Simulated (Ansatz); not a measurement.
Changing the shape of NiO, triplet

Computed with Ansatz's Gaussian-basis code (development build). Basis cc-pVTZ, nonrelativistic, 6 orbitals frozen in the corrections; active space CAS(14,9). Restricted Hartree–Fock, then the lowest state-specific CASSCF solution met for each case. On stretched bonds single-reference methods can fail or change state. Solutions in different active orbitals can move differences by tenths of an eV and at times more than 1 eV.

Case A: bond length 1.7897 Å.

Case B: bond length 1.6270 Å.

Energy less that of case A, in eV:

```tsv
case	RHF/ROHF	CASSCF
B	+0.612	-0.107
```

(1) Give the SC-NEVPT2 energies against case A.

(2) Which case is lowest, and do the methods agree?

## Answers

(1) B: -0.843 eV (-19.4 kcal/mol).

(2) B is lowest in SC-NEVPT2. RHF/ROHF puts A lowest.
